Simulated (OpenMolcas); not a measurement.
Te I: effect of the IPEA shift

| Property | Result |
| --- | --- |
| Program | OpenMolcas |
| Basis | ANO-RCC-VQZP [8s7p5d3f2g] |
| Scalar Hamiltonian | DKH2, point nucleus |
| Active space | 6 electrons in 9 orbitals (RAS2 5s 5p; RAS3 5d, at most 2 electrons) |
| State averaging | 2S+1 = 3 even, 3 roots; 2S+1 = 1 even, 6 roots; 2S+1 = 3 odd, 3 roots; 2S+1 = 1 odd, 3 roots (0 in the spin-orbit step) |
| Spin-orbit coupling | RASSI with atomic mean-field integrals over the reference wave functions, term energies averaged over their components |

Methods on the same reference wave functions:
A. RASSCF
B. SS-RASPT2, IPEA 0.25 Eh, imaginary shift 0.1 Eh (closed shells correlated: 4d)
C. SS-RASPT2, IPEA 0.5 Eh, imaginary shift 0.1 Eh (closed shells correlated: 4d)

Energies in cm⁻¹ above 5s² 5p⁴ ³P₂, the measured ground level; measured values from NIST Handbook of Basic Atomic Spectroscopic Data.

```
      Level      A      B      C  Measured
5s² 5p⁴ ³P₂    0.0    0.0    0.0       0.0
5s² 5p⁴ ³P₁   4149   4240   4240      4751
5s² 5p⁴ ³P₀   4526   4550   4570      4706
5s² 5p⁴ ¹D₂  11805  10320  10350     10558
5s² 5p⁴ ¹S₀  23601  22880  23110     23198
```

Deviations, from unrounded energies. A percentage is the sum of absolute deviations over the sum of measured energies, with the sign that they share, or ± where signs differ.

```
                        Against measurement  Levels     A     B     C
             mean absolute deviation (cm-1)       4   610   300   230
      fine structure of the ground term (%)       2  -8.3  -7.0  -6.9
other terms of the ground configuration (%)       2  +4.9  -1.6  -0.9
```

C lies closest to measurement on these levels and A furthest from it. The largest miss of C in the table is 5s² 5p⁴ ³P₁, by -510 cm-1. The ranking rests on the paired levels alone, and a cruder setting can come out closer through cancelling errors.

Between B and C the level of the table that moves most is 5s² 5p⁴ ¹S₀, by 230 cm-1 (lowest in B, highest in C). Moves below CASPT2's spread within the term are not significant.

The mean deviations of B to C differ by less than CASPT2's widest spread within a term (93 cm-1), so their order carries little weight.

From A to B the spin-free energies of the other terms of 5s² 5p⁴ shown, above ³P, scale by factors of 0.81 to 0.96.

The lowest spin-free term lies below A's lowest term by 0.527 hartree in B, 0.525 hartree in C.

CASPT2 breaks the degeneracy within a term, and the mean is taken; among the terms shown or strongly mixed into the levels shown the widest spread is 93 cm-1 (5s² 5p⁴ ¹D, C). Some high roots are left out of the spin-orbit mixing, which shifts the levels that they would mix with. Active for correlation alone: 5d; no level in the range computed is led by a configuration that fills it, so any true level of that kind is missing. Computed and measured levels are paired by configuration, term and J; levels that our copy of the source lacks, or whose pairing is in doubt (as where it misses far off the trend of its configuration), stay unpaired and out of the deviations. Levels of configurations outside the active space are missing. Levels that lie high or do not pair safely by name in every column are left out.
